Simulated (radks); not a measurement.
Values are calculated unless marked as measured or tabulated.
Problem. Valence configurations of the calcium ion Ca+ (all share [Ar]). Level of theory: non-relativistic Kohn-Sham, LDA (Slater exchange, Perdew-Wang correlation), spin-polarised, spherical densities, point nucleus; open shells are filled with parallel spins first (a radial shooting solver on a logarithmic mesh with Libxc functionals). Order these by energy: 4s1; 3d0.5 4s0.5; 3d1; 4p1; 4s0.5 4p0.5.

Solution. From the lowest, in eV above it: 4s1 0.000; 3d0.5 4s0.5 0.489; 3d1 1.267; 4s0.5 4p0.5 1.553; 4p1 3.105. NIST lists [Ar] 4s1 as the ground configuration; this level of theory agrees among the configurations tried. The energies are those of spherical high-spin densities, not of single terms.
